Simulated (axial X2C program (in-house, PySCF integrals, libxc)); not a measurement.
Correcting the dissociation energy of AlSe for spin–orbit coupling

A spin-free CCSD(T) curve (one-electron X2C) was computed with an in-house all-electron X2C program for linear molecules (integrals from PySCF), basis Se dyall-cv3z [8s9p6d4f1g], Al dyall-v3z [8s8p2d1f] (cores contracted in-house), for the state M_S = 1/2, Λ = 0 (beyond evenly filled blocks: σα). It gives D0 = 3.460 eV to Se + Al, which in a spin-free picture are the weighted means of the ground terms.

Correlated methods: 9 electrons correlated (number of frozen shells: Se 3 s, 2 p, 1 d; Al 2 s, 1 p), 185 virtual spin orbitals or spinors in MP2, 90 natural virtuals in coupled cluster.

Measured levels of the ground terms (NIST Handbook of Basic Atomic Spectroscopic Data), in cm⁻¹: Se 3P: J = 2 at 0, J = 1 at 1989.5, J = 0 at 2534.4; Al 2P: J = 1/2 at 0, J = 3/2 at 112.1.

The molecular state has Λ = 0, so it has no first-order lowering.

(1) How far does each ground level lie under the (2J+1)-weighted mean of its term?

(2) Correct D0.

Second-order spin–orbit effects in the molecule, which grow quickly with Z, are left out. The state is a single determinant with fixed occupations, the lowest that a limited PBE0 search found. De is counted from the lowest determinant-based energies of the atoms at the same level, without counterpoise correction. CCSD and (T) use frozen natural virtuals with an MP2 correction for the truncation; (T) itself is uncorrected, so its De runs slightly low.

## Answers

(1) Se: (5 × 0 + 3 × 1989.5 + 1 × 2534.4)/9 = 945 cm⁻¹; Al: (2 × 0 + 4 × 112.1)/6 = 75 cm⁻¹.

(2) D0 = 3.460 + (0 − 1020)/8065.5 = 3.334 eV at CCSD(T) with these spin–orbit terms.
